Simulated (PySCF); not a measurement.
# Property card for `CC/C=P\N1C=CC=C1`

Species: C7H10NP.
Z-matrix (Å and degrees, PBE0-D3(BJ)/def2-SVP geometry), rows numbered from 1:
```
C 
C   1  1.5261
C   2  1.4931  1  112.07
P   3  1.6665  2  133.69  1  -130.58
N   4  1.7526  3  104.55  2    -5.73
C   5  1.3799  4  122.87  3   137.60
C   6  1.3743  5  108.64  4   174.63
C   7  1.4248  6  107.17  5    -0.97
C   8  1.3745  7  107.31  6     0.41
H   1  1.1012  2  111.53  3   -60.42
H   1  1.1003  2  110.76  3   179.52
H   1  1.1005  2  110.93  3    59.70
H   2  1.1005  1  110.44  3  -123.19
H   2  1.1065  1  109.04  3   120.52
H   3  1.1014  2  115.33  1    47.76
H   6  1.0886  5  120.63  4    -6.10
H   7  1.0885  6  125.84  5   179.13
H   8  1.0887  7  126.93  6  -178.88
H   9  1.0874  5  120.77  4     4.12
```

Among its groups: pyrrole-type ring nitrogen.

PBE0-D3(BJ)/def2-SVP geometry optimisation, gas phase (PySCF):

| Quantity | Value |
| --- | --- |
| Point group | C1 |
| Rotational constants A, B, C | 2.505, 0.873, 0.734 GHz |

From B3LYP/def2-SVPD ground state, ΔSCF and vertical TDDFT (core frozen in the response) (PySCF):

| Quantity | Value |
| --- | --- |
| Dipole moment | 1.88 D |
| HOMO energy | -6.06 eV |
| LUMO energy | -1.78 eV |
| HOMO–LUMO gap | 4.28 eV |
| Lowest singlet excitation | 3.47 eV (357 nm, f = 0.001) |
| Strongest line among the 10 lowest singlet transitions | S5 at 5.65 eV (219 nm, f = 0.120) |
| Lowest triplet excitation (Tamm–Dancoff) | 2.82 eV |
| Static isotropic polarisability | 118.7 au |
| Electronic spatial extent ⟨r²⟩ about the centre of nuclear charge | 1640 bohr² |

**PBE/pcSseg-1 ground state and GIAO shieldings, non-relativistic (PySCF)**

| Item | Value |
| --- | --- |
| 13C chemical shifts (computed TMS as zero) by class | 183.6 (C3), 124.1 (C6/C9), 115.1 (C7/C8), 31.8 (C2), 18.0 (C1) ppm |
| 1H chemical shifts (computed TMS as zero) by class | 7.50 (H15), 6.58 (H16/H19), 6.43 (H17/H18), 2.87 (H13/H14), 1.01 (H10/H11/H12) ppm |
| Isotropic shieldings of nuclei other than C and H, by class | 57 (N5), 48 (P4) ppm |

**delta-SCF UKS SCAN, pcX-2 on the ionised atom, pcseg-1 elsewhere, spin-free X2C; 2p3/2 from a spin–orbit splitting computed afterwards within the 2p shell (PySCF)**

| Quantity | Value |
| --- | --- |
| Core binding energies | P2p3/2 136.6 (P4), C1s 289.6 (C7/C8), C1s 290.1 (C3), C1s 290.4 (C6/C9), C1s 290.7 (C1), C1s 290.9 (C2), N1s 405.5 (N5), P1s 2150.3 (P4) eV |

Monoisotopic mass (most abundant isotopes): 139.0551 u.

The polarisability is 17.59 Å³ as a volume (1 au = 0.148185 Å³), or 1.60 au for each of the 74 electrons. In atomic units the dipole is 0.74 e·bohr (1 au = 2.5417 D). The rotational constants make it an asymmetric top with κ = (2B − A − C)/(A − C) = -0.84, nearer the prolate limit (−1). The largest Löwdin shares of the HOMO are 0.27 on C6, 0.27 on C9, 0.15 on C7 and 0.14 on C8. With B = h/(8π²I), that is 505.379 GHz u Å² over I, the principal moments of inertia are 201.7, 579.2 and 688.2 u Å² (most abundant isotopes); the inertial defect Ic − Ia − Ib is -92.7 u Å² (zero for a rigid planar frame, negative otherwise). In wavenumbers S1 is 28000 cm⁻¹ (1 eV = 8065.54 cm⁻¹).

 NMR classes are plain means over equivalent atoms (diastereotopic ones count apart unless rotation or inversion swaps them), as if these changed places fast; in this geometry the members of some classes differ.

For the core-ionisation job (SCAN ΔSCF), on Intel Xeon 6975P-C, one thread, shared host, this took 2.0 min wall and 0.65 GiB of memory at its peak.

One conformer stands for the species.
